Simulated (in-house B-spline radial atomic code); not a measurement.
A radial electron density 4πr²n(r) was computed for an atom or ion in its tabulated ground configuration with an all-electron radial atomic-structure program (B-spline basis); method: Dirac-Kohn-Sham BP86, spherical fractional occupations. Columns: r (bohr), 4πr²n(r) (electrons per bohr), bar.

```
0.000487    3.295 #
0.000602    4.603 #
0.000746     6.42 ##
0.000924    8.893 ###
 0.00114    12.16 ####
 0.00142    16.72 #####
 0.00175     22.4 #######
 0.00217    29.89 #########
 0.00269    39.23 ############
 0.00333    50.43 ###############
 0.00412    63.28 ###################
  0.0051    77.18 #######################
 0.00631    90.87 ############################
 0.00782    102.7 ###############################
 0.00968    110.4 ##################################
   0.012    112.5 ##################################
  0.0148    109.2 #################################
  0.0184      103 ###############################
  0.0227    99.53 ##############################
  0.0282    104.6 ################################
  0.0349    119.4 ####################################
  0.0432    137.1 ##########################################
  0.0534    144.6 ############################################
  0.0662    134.8 #########################################
  0.0819      118 ####################################
   0.101    114.3 ###################################
   0.126    128.3 #######################################
   0.155    133.4 #########################################
   0.192    109.9 #################################
   0.238    78.94 ########################
   0.295    74.78 #######################
   0.365    85.96 ##########################
   0.452    78.33 ########################
    0.56    51.96 ################
   0.693    30.85 #########
   0.858    22.31 #######
    1.06    18.07 #####
    1.32    12.68 ####
    1.63    7.588 ##
    2.02    3.922 #
     2.5    1.781 #
    3.09    0.675 
    3.83   0.1917 
    4.74  0.03835 
    5.87 0.005012
```

Task: Which atom or ion is it?
A. Tl2+
B. Pt+
C. Pt
D. Os+

Result: B. The area under the curve, ∫4πr²n dr = ∫r·4πr²n d(ln r) on this logarithmic grid, is 77 electrons, which only this option has. The configuration is [Xe] 4f14 5d9.
